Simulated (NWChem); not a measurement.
System: SiH4SeO; SMILES [SiH3]O[SeH]

```xyz
7

Se    -0.2537     1.0203     0.6160
H     -0.4353     1.4064    -0.8005
O     -0.9712    -0.6370     0.4601
Si     0.0399    -1.9077     0.0159
H      0.5876    -1.6900    -1.3580
H     -0.8209    -3.1233     0.0388
H      1.1746    -2.0558     0.9752
```
Atoms are numbered in this order, from 1.

Results from NWChem. Pople sets run with spherical d functions. Structure relaxed at the PBE0/def2-SVP level. GIAO values for the isolated, static molecule; σ is the absolute isotropic shielding, δ = σ(reference) − σ with the isolated reference molecule computed at the same levels (1H: tetramethylsilane, 17O: water, 29Si: tetramethylsilane). Spin-orbit effects, on the heavy nuclei and on their neighbours, are missing.

| level | σ Se1 (ppm) | δ H2 (ppm) | δ O3 (ppm) | δ Si4 (ppm) | δ H5 (rotor mean) (ppm) |
|---|---|---|---|---|---|
| KT2/pcSseg-1 | 517.9 | 8.52 | -90.4 | -7.0 | 4.97 |
| B3LYP/6-31G* | 750.1 | 7.77 | -92.8 | 7.9 | 4.99 |
| Hartree-Fock/6-31G* | ? | ? | ? | ? | ? |

Question: Some entries are withheld; supply them.

Answer: 
- Hartree-Fock/6-31G*, σ Se1 (ppm): 1044.7
- Hartree-Fock/6-31G*, δ H2 (ppm): 7.71
- Hartree-Fock/6-31G*, δ O3 (ppm): -127.3
- Hartree-Fock/6-31G*, δ Si4 (ppm): -10.5
- Hartree-Fock/6-31G*, δ H5 (rotor mean) (ppm): 4.80
